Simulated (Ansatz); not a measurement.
# CoO (charge +1): shapes and states compared

Program: Ansatz, Gaussian basis, development build. Basis cc-pwCVTZ-DK on Co, cc-pVTZ-DK on O, scalar X2C without spin–orbit coupling, 6 orbitals frozen in the corrections; active space CAS(14,10). Restricted Hartree–Fock, then the lowest state-specific CASSCF solution met for each case. Coupled cluster stands on the determinant that it favours, not always the lowest RHF. On stretched bonds single-reference methods can fail or change state. Unlike active orbitals can shift such differences by tenths of an eV, at times by over 1 eV.

Case A, triplet: bond length 1.6290 Å.

Case B, quintet: the shape of A.

Energy less that of case A, in eV:

```json
{"case": "B", "RHF/ROHF": "-2.357", "CASSCF": "-0.742", "CCSD(T)": "-1.160"}
```

Task: Give the SC-NEVPT2 energies against case A.

Result: B: -1.024 eV (-23.6 kcal/mol).

Task: Which case is lowest, and do the methods agree?

Result: B is lowest in SC-NEVPT2. Of the methods shown, RHF/ROHF, CASSCF, CCSD(T) agree.
